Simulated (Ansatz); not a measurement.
Job for Ansatz (a program for electronic structure): U-PBE0/def2-TZVPP on GaMo, 2S+1 = 4, a spin state set in the input, which need not be the lowest. Elements past Kr take the def2 small-core potentials; no spin–orbit coupling.

Ansatz 0.2 input:
```yaml
crystal:
  periodic: [false, false, false]
  atoms:
    - {symbol: Mo, position_ang: [0.00000000, 0.00000000, 0.00000000]}
    - {symbol: Ga, position_ang: [0.00000000, 0.00000000, 2.62200000]}
basis:
  gaussian:
    orbitals: def2-TZVPP
hamiltonian:
  xc: {name: PBE0}
magnetization: {spin_polarized: true, initial_magnetization: 3}
relax: {f_tol: 0.002, max_steps: 120}
```

Task: What total energy does the run end on?

Result: -1992.6630 hartree. Its determinant has ⟨S²⟩ = 5.22, a mixture of spin states.

Task: How many basis functions does it have, and what does it roughly cost on one machine?

Result: 104 functions; around 3 core-minutes (rough).
